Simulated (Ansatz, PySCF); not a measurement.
Ga(Cl)2(OMe) (CH3Cl2GaO), SMILES C[O][Ga]([Cl])[Cl].

The structure is a stationary point at PBE-D3(BJ)/def2-SVP. The structure was generated by enumeration; whether it is a known compound was not checked. The values are those of a single conformer.

Vertical ionisation energy (IE) and electron affinity (EA) in eV. Rows of orbital energies are one-electron estimates. Where ΔSCF, EOM or ADC give a negative EA the extra electron is unbound and the value depends on the basis.

| level | IE | EA |
|---|---|---|
| −ε(HOMO), −ε(LUMO), PBE0/def2-TZVP (PySCF) | 8.48 | 1.74 |
| −ε(HOMO), −ε(LUMO), PBE/def2-TZVP (PySCF) | 6.97 | 2.69 |
| ΔSCF, PBE/def2-SVPD (Ansatz), final states of multiplicity 2 and 2 | … | … |

Complete the blanks. (The exact figures need the calculation; the answer reports its results.)


- ΔSCF, PBE/def2-SVPD (Ansatz, a quantum-chemistry and plane-wave program), final states of multiplicity 2 and 2, IE: 10.22
- ΔSCF, PBE/def2-SVPD (Ansatz), final states of multiplicity 2 and 2, EA: 0.51

What vertical singlet–triplet gap does ΔSCF give with CAM-B3LYP/def2-SVPD (Ansatz) and with PBE/def2-SVPD (Ansatz)? (The exact figures need the calculation; the answer reports its results.)

5.35 and 4.64 eV (triplet above singlet where positive).
